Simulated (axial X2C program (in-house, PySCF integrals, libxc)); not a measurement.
TaCO⁺: properties at the nuclei

Computed with an axial X2C code built on PySCF integrals: two-component X2C with atomic mean-field Coulomb and Gaunt terms, Gaussian nuclei, basis Ta dyall-v3z, C dyall-v3z, O dyall-av3z with contracted cores.

Ta–C–O held linear, with bonds 2.046 and 1.130 Å (near the PBE0 minimum at charge 1 of the determinant lowest at the starting distance; the state shown can have its own minimum elsewhere, held linear; other orders of the atoms were not compared).

Determinant lowest in the PBE0 search, Ω = 4 (⟨Sz⟩ = 1.99, ⟨Lz⟩ = 2.01 at PBE0), spin on the atoms Ta 1.86, C 0.02, O 0.11:

```json
{"level": "PBE0", "Eeff magnitude (GV/cm)": "17.1", "Ws magnitude Ta (kHz)": "3.56", "A∥/gI Ta (MHz)": "1690", "qzz Ta (a.u.)": "-5.48", "A∥/gI C (MHz)": "-7.48", "qzz C (a.u.)": "-0.72", "A∥/gI O (MHz)": "-4.99", "qzz O (a.u.)": "-0.53"}
{"level": "HF", "Eeff magnitude (GV/cm)": "17.9", "Ws magnitude Ta (kHz)": "3.56", "A∥/gI Ta (MHz)": "1480", "qzz Ta (a.u.)": "-6.89", "A∥/gI C (MHz)": "-14.1", "qzz C (a.u.)": "-0.96", "A∥/gI O (MHz)": "-1.55", "qzz O (a.u.)": "-0.64"}
{"level": "B3LYP", "Eeff magnitude (GV/cm)": "19.3", "Ws magnitude Ta (kHz)": "4.11", "A∥/gI Ta (MHz)": "1740", "qzz Ta (a.u.)": "-5.31", "A∥/gI C (MHz)": "-3.96", "qzz C (a.u.)": "-0.73", "A∥/gI O (MHz)": "-4.84", "qzz O (a.u.)": "-0.54"}
```

Eeff is the effective electric field on the electron electric dipole moment in this Ω state and Ws the scalar–pseudoscalar constant of the nucleus named (defined with the proton number Z and per Ω); A∥ (defined per Ω) follows by multiplying with gI = μI/(I μN); qzz is the electric field gradient, eQq0 = 234.96 MHz × Q/barn × qzz. The operators were transformed with the bare-nucleus X2C matrices; with these basis sets, hyperfine constants and field gradients can be off by tens of per cent, and where levels differ in sign neither size nor sign is settled.

**Question.** With gI(181Ta) = 0.6773, Q(181Ta) = 3.17 barn, Q(17O) = -0.02558 barn (g factors from the IAEA table of nuclear moments by Stone; Q from Pyykkö, Mol. Phys. 2018), turn the PBE0 values of the first state into constants in MHz.

**Answer.** A∥(181Ta) = 1690 × 0.6773 = 1140 MHz; eQq0(181Ta) = 234.96 × (3.17) × (-5.48) = -4080 MHz; eQq0(17O) = 234.96 × (-0.02558) × (-0.53) = 3.19 MHz.

The molecule was held linear; bending was not examined, so a bent shape may lie lower.

Each state is one determinant with collinear spin, which with several unpaired electrons need not be a pure state. Unrestricted Hartree–Fock can overshoot spin polarisation at the nuclei. With several open shells hyperfine constants can be off by a factor of several. Open-shell Ω = 0 determinants with evenly filled partner blocks cannot be reached by this program, so the Ω shown need not be the lowest component. The search compared states at one distance, so a state with another bond length can lie lower. Further determinants of the search, some of them spin-mixed, are not shown. Where a field gradient or hyperfine factor spreads by more than a factor of two over the levels, a constant derived from it is not to be relied on.
